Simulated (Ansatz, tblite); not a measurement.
Isomers of B₃Sb₃⁻ (doublet), found by a short tight-binding search and relaxed with PBE-D4/def2-SVPD in Ansatz.

In the def2 sets Sb takes a core potential; there is no spin–orbit coupling. The xTB rows come from tblite. Correlated methods freeze 15 core orbitals; core or outer-core shells of Sb are correlated, in sets that lack core-valence functions.

Run but left out: HF/STO-3G, MP2/def2-TZVPD (A: ⟨S²⟩ 1.03 to 1.25, where a pure state has 0.75); HF/def2-TZVPD, BHLYP-D4/def2-TZVPD, LC-ωPBE/def2-TZVPD (B: ⟨S²⟩ 1.07 to 1.65, where a pure state has 0.75).

B: At PBE0-D4/def2-TZVPD the charge -1 doublet is spin-contaminated (final ⟨S²⟩ up to 0.89, 0.75 for a pure state).

Other spin states weren't relaxed.

A:

```
atom   x (Å)   y (Å)   z (Å)
  B1   0.991   0.447   0.526
  B2   1.008  -0.910  -0.270
  B3  -0.409   0.052  -0.532
 Sb4  -0.867   0.060   1.854
 Sb5  -0.423  -1.885  -1.613
 Sb6  -0.301   2.236   0.035
```

B:

```xyz
6

B    -0.825    0.182   -0.474
B     0.849    0.411   -0.280
B     0.007   -0.583    0.796
Sb   -2.116   -1.226    0.610
Sb    0.036    1.350   -2.127
Sb    2.049   -0.134    1.474
```

Q: Estimate which lies lowest at each level, and how far above it the others are (eV).

A: 
```
               level     A     B
            GFN1-xTB  0.00  0.42
   PBE-D4/def2-TZVPD  0.55  0.00
r2SCAN-D4/def2-TZVPD  0.65  0.00
  PBE0-D4/def2-TZVPD  0.53  0.00
  RPA@PBE/def2-TZVPD  0.48  0.00
```
Point groups (tolerance 0.1 Å): A not assigned, B Cs. Lower isomers may exist.
